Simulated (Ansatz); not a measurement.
`CN[SiH3]` + `C1[SiH2]S1` → `[SiH3][SiH]1CS1` + CH₃NH₂  (formal exchange of groups at the Si–N bond)

Program: Ansatz. Geometries: PBE0-D4/def2-TZVP. ΔE: electronic, gas phase. CCSD(T)/CBS is the MP2 limit (def2-TZVPP, def2-QZVPP) plus CCSD(T) − MP2 in def2-TZVPP, frozen cores. DFT in def2-TZVPP. HSE06 is defined as in plane-wave codes.

| level | ΔE (kcal/mol) |
| --- | --- |
| PBE0 | 5.7 |
| HSE06 | 5.7 |
| CCSD/def2-TZVPP | 9.1 |
| SCS-MP2/def2-QZVPP | 10.6 |

What does CCSD(T)/CBS give? (Best estimate.)

Ansatz gave: +8.3 kcal/mol. The listed levels differ from it by -2.6, -2.6, 0.8, 2.3 kcal/mol.

Largest T1 diagnostic among the species: 0.013.

From BLYP to BHLYP (50 % exact exchange), in def2-TZVPP and without D4, ΔE moves by +2.9 kcal/mol. In def2-TZVPP, CCSD(T) changes the Hartree–Fock value by −4.2 kcal/mol (the triples alone add −0.7 kcal/mol) and MP2 by −2.7 kcal/mol. Leaving LDA and LC-ωPBE aside and taking each functional with its dispersion term where it has one, the values, not all of them listed here, spread over 5.9 kcal/mol, from PBE-D4 to CAM-B3LYP-D4. LDA lies +1.5 kcal/mol from PBE without D4.
